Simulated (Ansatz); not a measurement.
The cluster Sn₂F₄, relaxed as a singlet with RKS PBE0-D4/def2-SVP in Ansatz, starting from the GFN2-xTB geometry. Force threshold 0.02 eV/Å.

In the def2 sets Sn takes a core potential; there is no spin–orbit coupling. The structure comes from a short search, and lower isomers may exist.

Start:

```xyz
6

Sn   -1.6252   -1.0274    0.1274
Sn    1.6424    1.0408   -0.1185
F    -0.4947    0.6969   -1.1129
F     0.5263   -0.7137    1.0941
F    -1.4334   -2.7399   -1.0380
F     1.3846    2.7434    1.0479
```

```csv
step,energy (eV),largest force component (eV/Å),SCF passes
1,-22516.0962,1.924,16
2,-22517.0872,0.940,18
3,-22517.3962,0.455,19
4,-22517.5256,0.241,19
5,-22517.5509,0.053,19
6,-22517.5510,0.031,21
7,-22517.5515,0.005,14
```

Force components are those of the run's own axes.

End:

```xyz
6

Sn   -1.536   -0.724    0.267
Sn    1.546    0.737   -0.263
F    -0.463    0.625   -1.016
F     0.481   -0.634    1.002
F    -1.007   -2.199   -0.901
F     0.979    2.194    0.910
```

By distances, no bond broke or formed. The bond that changes most is Sn2–F4, from 2.41 to 2.15 Å (atoms count from 1).

No frequencies were taken in this run, so the end may be a saddle point.

It took 4.3 s on 4 threads of AMD EPYC 9R45 on a shared host.
